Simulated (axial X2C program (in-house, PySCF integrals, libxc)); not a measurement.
## Potential curves of AlY, 2c

Calculated with an in-house relativistic program for diatomic molecules. Two-component (2c) means X2C with spin–orbit coupling and atomic mean-field two-electron Coulomb and Gaunt terms. Basis: Y dyall-cv3z [11s12p9d6f3g], Al dyall-v3z [8s8p2d1f] (cores contracted in-house); Gaussian nuclei, density fitting, unrestricted open shells. Masses: Y 88.906 u, Al 26.982 u.

State: Ω = 1 (⟨Sz⟩ = 1.00, ⟨Lz⟩ = 0.00 at r2SCAN). Energies in eV from the lowest point of each curve. Fits are polynomials in 1 − R0/R over 0.85 to 1.23 times the lowest point R0.

```
 R (Å)  r2SCAN    PBE0  CCSD(T)
2.6395  0.0836  0.0850   0.1143
2.7238  0.0186  0.0186   0.0315
2.8080  0.0000  0.0000   0.0000
2.9063  0.0230  0.0247   0.0132
3.0046  0.0823  0.0866   0.0664
3.1309  0.1943  0.2032   0.1758
```

Correlated methods: 14 electrons correlated (number of frozen shells: Y 3 s, 2 p, 1 d; Al 2 s, 1 p), 282 virtual spin orbitals or spinors in MP2, 90 natural virtuals in coupled cluster.

One determinant describes the state; a PBE0 search over occupations chose it and may have missed a lower one. Density functionals use the spin component along the axis (collinear). CCSD and (T) use frozen natural virtuals with an MP2 correction for the truncation; (T) itself is uncorrected, so its De runs slightly low. Other states lie close and PBE0, whose exact exchange favours high spin, may order them wrongly; the determinant shown need not be the ground state. The nearest other 2c determinant of the search, Ω = 2, lies 0.31 eV up at the distance of the search. With several unpaired electrons one determinant need not be a pure state. Open-shell Ω = 0 determinants with evenly filled partner blocks cannot be reached by this program, so the Ω shown need not be the lowest component. This is the Ω = 1 component of a π² triplet; the 0⁺ component is not one determinant and can lie lowest. The determinant is spin-polarised beyond a pure state at some levels (its spin-free form has ⟨S²⟩ too high), which makes Re and μ there less reliable. The T1 diagnostic is large, a sign of multireference character. Coupled cluster ran on the points near the minimum only. MP2 and coupled cluster on one determinant become unreliable at the stretched end.

What are Re and ωe at the r2SCAN level?

At r2SCAN, 2c: Re = 2.806 Å, ωe ≈ 259 cm⁻¹; Be follows as 0.103 cm⁻¹.

What are Re and ωe at the PBE0 level?

At PBE0, 2c: Re = 2.804 Å, ωe ≈ 264 cm⁻¹; Be follows as 0.104 cm⁻¹.

Fit the CCSD(T) curve near its minimum: give the equilibrium distance and the harmonic wavenumber.

At CCSD(T), 2c: Re = 2.829 Å, ωe ≈ 263 cm⁻¹; Be follows as 0.102 cm⁻¹.
